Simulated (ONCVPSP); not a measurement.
## Before and after: ONCV potential for Te

```
Element                 : Te
Generator               : ONCVPSP 4.0.1
Type                    : optimised norm-conserving Vanderbilt (ONCV)
Functional              : LDA (Perdew-Zunger)
Relativity              : scalar-relativistic
Frozen core             : [Ar] 3d10
Valence charge          : 24
Reference configuration : 4s2 4p6 4d10 5s1 5p5
Partial waves           : 4s+5s: rc 1.00 bohr, ncon 4, nbas 7, qcut 10.8 1/bohr, 2 projectors; 4p+5p: rc 1.15 bohr, ncon 4, nbas 8, qcut 13 1/bohr, 2 projectors; 4d: rc 1.35 bohr, ncon 4, nbas 9, qcut 14 1/bohr, 2 projectors, debl 0.7 Ha
Local potential         : polynomial inside 0.75 bohr (lpopt 5, dvloc0 3 Ha)
Core correction         : polynomial model core, fcfact 0.65
```

In the d channel the program set the typed energies aside and used -1.581, 0.250 Ha.

All-electron outer shells of the reference configuration (LDA (Perdew-Zunger), scalar-relativistic, ld1.x):

| shell | level (eV) | outermost node (bohr) | outermost maximum (bohr) |
| --- | --- | --- | --- |
| 3p | -804.89 | 0.13 | 0.29 |
| 3d | -561.72 | – | 0.24 |
| 4s | -165.39 | 0.38 | 0.70 |
| 4p | -115.58 | 0.38 | 0.74 |
| 4d | -43.03 | 0.36 | 0.81 |
| 5s | -16.12 | 0.91 | 1.77 |
| 5p | -6.66 | 1.00 | 2.14 |

Change: p: qcut 14.8.

Cutoffs: the cutoffs (Ha) at which the residual kinetic energy of the hardest occupied pseudo-wave falls to 1 and 0.1 mHa per electron; they do not see the model core or the augmentation charge, which bear on the density cutoff. Errors are all-electron minus pseudo energies relative to the spin-unpolarised reference configuration.

Problem. How do hardness, ghosts and transferability respond?

Solution. The potential gets harder (56 Ha and 71 Ha → 64 Ha and 76 Ha); the errors of the 4 common tests hardly move; neither file shows a bound ghost. The waves are optimised to have the least kinetic energy above qcut, so the cutoff follows it (qcut²/2 in Ha).

| quantity | base | changed |
| --- | --- | --- |
| cutoff, loose | 56 Ha | 64 Ha |
| cutoff, tight | 71 Ha | 76 Ha |
| loose cutoff by channel | s 52 Ha, p 56 Ha, d 55 Ha | s 52 Ha, p 64 Ha, d 55 Ha |
| bound ghosts | none | none |
| GHOST(+) flags under 300 eV | s at 208.5 eV | s at 208.5 eV |
| error for 4s2 4p6 4d10 5s2 5p4, meV [ΔE -9.35 eV] | 0.0 | 0.0 |
| error for 4s2 4p6 4d10 5s2 5p3, meV [ΔE 0.56 eV] | -1.9 | -1.9 |
| error for 4s2 4p6 4d10 5s2 5p2, meV [ΔE 18.74 eV] | -5.7 | -5.6 |
| error for 4s2 4p6 4d10 5s2 5p1, meV [ΔE 45.97 eV] | -12 | -12 |
| s: phases at 1.02 bohr within 0.05 rad from the reference energy up to (Ha; the scan ends near 5) | to the end of the scan | to the end of the scan |
| p: phases at 1.17 bohr within 0.05 rad from the reference energy up to (Ha; the scan ends near 5) | to the end of the scan | to the end of the scan |
| d: phases at 1.37 bohr within 0.05 rad from the reference energy up to (Ha; the scan ends near 5) | to the end of the scan | to the end of the scan |
| rms error of d²Exc/dni dnj with the model core, mHa | 0.42 | 0.44 |
